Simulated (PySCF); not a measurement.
## Electrostatic potential from atomic charges

Species: `CCOc1ncc[nH]1`. Coordinates (GFN2-xTB, Å) and charges (e) from the PBE0/pcSseg-1 density (PySCF):

```
atom       x       y       z  Mulliken      IAO  Hirshfeld  ESP-fitted
  C1   2.322   0.114   0.428   -0.3111  -0.4387    -0.1287     -0.4186
  C2   1.611  -0.801  -0.559   +0.0165  -0.0483    +0.0124     +0.3788
  O3   0.507  -0.163  -1.196   -0.4891  -0.3452    -0.1200     -0.5507
  C4  -0.576   0.002  -0.427   +0.6693  +0.3803    +0.1637     +0.7590
  N5  -0.743  -0.340   0.820   -0.4890  -0.4009    -0.2149     -0.5017
  C6  -2.024   0.028   1.127   +0.0080  -0.0977    -0.0499     -0.0799
  C7  -2.625   0.596   0.051   +0.0570  -0.1551    -0.0533     -0.3012
  N8  -1.685   0.578  -0.956   -0.4556  -0.2676    -0.0810     -0.3627
  H9   2.642   1.028  -0.066   +0.1138  +0.1418    +0.0380     +0.1209
 H10   3.192  -0.396   0.831   +0.1146  +0.1469    +0.0483     +0.0976
 H11   1.647   0.364   1.242   +0.1451  +0.1638    +0.0339     +0.1152
 H12   1.255  -1.699  -0.044   +0.1241  +0.1458    +0.0386     -0.0266
 H13   2.273  -1.080  -1.382   +0.1212  +0.1505    +0.0468     +0.0337
 H14  -2.411  -0.144   2.110   +0.0869  +0.1625    +0.0525     +0.1715
 H15  -3.604   1.002  -0.096   +0.0962  +0.1653    +0.0559     +0.2153
 H16  -1.789   0.920  -1.896   +0.1921  +0.2966    +0.1575     +0.3494
```

Points outside the species (Å): A (-2.6, -3.7, 3.0); B (-2.2, 4.4, 0.7); C (-2.8, 3.4, 4.1).

Find the potential V = 14.3996 V·Å × Σ q/r of each set of charges at these points.

In volts:

```
point  nearest atom  distance (Å)  Mulliken     IAO  Hirshfeld  ESP-fitted
    A           H14          3.67    -0.129  -0.216     -0.172      -0.243
    B           H15          3.76    -0.046  -0.090     -0.012      -0.065
    C           H14          4.08    -0.001  -0.089     -0.087      -0.101
```

How far are the other sets from the ESP-fitted one at these points?

Root-mean-square difference: IAO 0.022 V, Hirshfeld 0.052 V, Mulliken 0.088 V. The ESP scheme fits charges at the nuclei, held to the total charge, to the electrostatic potential on points at 1.4 to 2.0 times the van der Waals radii.

What energy would a point charge of +3 e have at A in the field of the ESP charges, leaving out polarisation?

-0.728 eV = -70.2 kJ/mol, an attraction.

Geometry: GFN2-xTB, one conformer, isolated molecule.

Shape of the structure used: `[CH3:1][CH2:2][O:3][c:4]1[n:5][cH:6][cH:7][nH:8]1`: C1–C2–O3–C4 -74°, C2–O3–C4–N5 0°.
